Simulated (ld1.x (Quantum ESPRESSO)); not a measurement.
# molybdenum (Mo), TM: configuration errors across variants

Mo (Z = 42), norm-conserving Troullier–Martins (Kleinman–Bylander form), made with ld1.x (Quantum ESPRESSO) 7.5 (LDA (PZ), scalar-relativistic). Core [Ar] 3d10 4s2, reference 4p6 4d5 5s1 5p0. Waves: 5s (bound): rc 2.50 bohr; 4d (bound): rc 1.60 bohr; 4p (bound): rc 1.25 bohr. Local part: the p channel. Core correction: none.

All-electron excitation energies from the reference (eV): (1) 4p6 4d5 5s0 5p0 7.186; (2) 4p6 4d4 5s0 5p0 22.889; (3) 4p6 4d3 5s0 5p0 49.850; (4) 4p6 4d5.5 5s0.5 5p0 0.310; (5) 4p6 4d5 5s0.5 5p0 2.864; (6) 4p6 4d4 5s1 5p0 8.262; (7) 4p6 4d4 5s2 5p0 0.139; (8) 4p6 4d5 5s1 5p0 spin -3.924; (9) 4p6 4d5 5s0 5p0 spin 3.795.

Spin tests fill each open shell by Hund’s rule, majority spin first.

Tests that are not counted but printed errors over 1 eV. “wave 4p (bound): rc 1.25 bohr becomes 4p (bound): rc 0.88 bohr”: 4p6 4d4 5s1 5p0 (solver errors, printed error -3.3 eV).

2 further variants failed, have other tests or another functional or relativity, and are left out.

A true bound ghost makes a file unfit for plane-wave use even where its test errors are small: the radial tests pick states by their node count and pass the ghost by. Where a test does run into it, the solver fails or the error is huge.

Errors AE − PS in meV (a dash: test not solved or not reliable):

```tsv
change	(1)	(2)	(3)	(4)	(5)	(6)	(7)	(8)	(9)	bound ghosts
base	-9.2	+14	+55	-5.3	-2.3	-16	-33	+429	+418	s
wave 4d (bound): rc 1.60 bohr becomes 4d (bound): rc 1.04 bohr	-9.4	+17	+62	-5.9	-2.3	-14	-32	+414	+401	s
wave 4p (bound): rc 1.25 bohr becomes 4p (bound): rc 0.88 bohr	-9.2	+14	+58	-4.2	-2.0	–	-3.3	+441	+430	s
wave 5s (bound): rc 2.50 bohr becomes 5s (bound): rc 2.56 bohr	-9.6	+15	+57	-5.5	-2.4	-15	-34	+429	+417	s
core correction a·sin(br)/r model core inside 1.38 bohr	-10	+6.0	+17	-5.8	-2.5	-19	-36	+157	+134	s
local potential the s channel	-11	-48	-219	-12	-2.4	-36	-52	+428	+415	none
```

Give the same row for: all radii scaled by about 0.87 (s 2.18, p 1.08, d 1.40 bohr).

-5.5, +9.6, +35, -4.0, -1.6, -24, -32, +423, +421; bound ghosts: s.
